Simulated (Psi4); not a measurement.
SeO2 (selenium dioxide): a line through the functionals

The species is SeO2 (3 atoms), meant as a singlet with charge 0. SMILES: `O=[Se]=O`. Geometry: relaxed at PBE0-D4/def2-TZVP.

The HOMO–LUMO gap y, in eV, basis def2-TZVPP; a is the functional's share of exact exchange. Programs: Psi4 1.11.

| functional | program | a | y (eV) |
| --- | --- | --- | --- |
| BLYP | Psi4 | 0 | 2.76 |
| r2SCAN | Psi4 | 0 | 3.06 |
| B3LYP | Psi4 | 0.2 | 4.62 |
| PBE0 | Psi4 | 0.25 | ? |
| BHLYP | Psi4 | 0.5 | 7.45 |

Task: Fit y = c + s·a to the known rows and predict PBE0.

Result: 
1. Means of the 4 rows: a = 0.1750, y = 4.473.
2. Σ(Δa)² = 0.1675, Σ(Δa·Δy) = 1.5183, so the slope is 1.5183/0.1675 = 9.0645.
3. Intercept: 4.473 − (9.0645) × 0.1750 = 2.887. The largest residual of the fit is 0.17.
4. PBE0: 2.887 + (9.0645) × 0.25 = 5.15 eV.

The run gave 5.09 eV, so the prediction is off by +0.06 eV, within the largest residual. Exact exchange lowers occupied levels and raises empty ones. The rows mix families of semi-local functionals, which the line can't see.
